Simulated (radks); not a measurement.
Results of a calculation; reference values are marked as such.
Zr2+, 38 electrons, occupied as [Ar] 3d10 4s2 4p5.5 4d2 5s0.5 (fractional occupations, a model configuration). Level of theory: scalar-relativistic Kohn-Sham, BLYP, spin-unpolarised, spherical densities, finite nucleus; Fermi nuclear charge, rms radius 4.2694 fm (a radial shooting solver on a logarithmic mesh with Libxc functionals).

Normalised radial functions P(r) = r R(r), r in bohr:

```
   r/bohr * 5p (the largest magnitude, 0.6, reaches the edge; | marks zero)
 0.003998                             *
 0.005375                             *
 0.007168                             *
 0.009561                             *
  0.01285                             |*
  0.01714                             |*
  0.02287                             | *
   0.0305                             | *
    0.041                             |  *
  0.05469                             |   *
  0.07294                             |    *
  0.09807                             |    *
   0.1308                             |  *
   0.1745                             *
   0.2346                        *    |
   0.3128                     *       |
   0.4172                       *     |
    0.561                             |*
   0.7482                             |        *
   0.9979                             |             *
    1.342                             |        *
    1.789                        *    |
    2.387          *                  |
    3.209  *                          |
     4.28      *                      |
    5.708                *            |
    7.675                         *   |
    10.24                            *|
```

5p (empty): eigenvalue -12.511 eV, 3 radial nodes at r = 0.169, 0.549, 1.63 bohr, <r> = 3.71 bohr, 90 % of the charge inside 5.35 bohr.
